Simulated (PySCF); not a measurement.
Telling isomers of C₃H₄F₃NSi apart by NMR

PySCF 2.14.0 with density-fitted response routines calculation with PBE0/pcSseg-1 with gauge-including orbitals and structure optimised with GFN2-xTB; no relativistic terms, gas phase, a single conformation, fast rotation and ring inversion assumed for equivalent nuclei.

δ = σ(ref) − σ, references computed at the same level: 1H (σref 31.72), 13C (σref 186.93) against TMS. Splittings of carbon signals by F and P are missing where no couplings were computed. Where no couplings were computed, multiplicities follow the n + 1 count of equivalent neighbours, and m marks all less simple cases (inequivalent or close neighbours, rings, F or P nearby). Shifts are as computed. Against solution values, carbons near 30 ppm lie about +3 ppm off and those near 130 ppm about +5 ppm. Of 1211 compounds with measured shifts, 218 miss one by over three times the rms of a fit or turn the order of signals round; such compounds aren't used in these exercises. OH and NH positions are gas-phase values without hydrogen bonding to other molecules.

(1) Tabulate the signals of `C#C[Si@H](N)C(F)(F)F`, `[H]/N=C\C=C\[Si](F)(F)F` and their relative energies.

(2) What is the quickest way to tell C#C[Si@H](N)C(F)(F)F from [H]/N=C\C=C\[Si](F)(F)F?

Results:

(1) 
| SMILES | carbon types | δC | δH | E rel. (kcal/mol) |
| --- | --- | --- | --- | --- |
| C#C[Si@H](N)C(F)(F)F | 2×C 1×CH | 138.2, 103.1, 87.6 | 4.88 (m, 1H), 2.01 (d, 1H), 0.88 (br s, 2H) | 115.8 |
| [H]/N=C\C=C\[Si](F)(F)F | 3×CH | 173.1, 158.6, 127.8 | 11.61 (br s, 1H), 8.22 (d, 1H), 6.47 (m, 1H), 5.89 (m, 1H) | 0.0 |

Energies are electronic energies at PBE0/pcSseg-1 on these geometries, without zero-point or thermal terms, each for the one conformer computed, which needn't be the lowest.

(2) Both give the same number of carbon signals, but DEPT or the intensities differ. The first has a CF3 carbon (C) at 138.2 ppm, the second a C=N carbon (CH) at 173.1 ppm. In the proton spectra the most deshielded non-exchanging signals are 4.88 (m, 1H) and 8.22 (d, 1H).
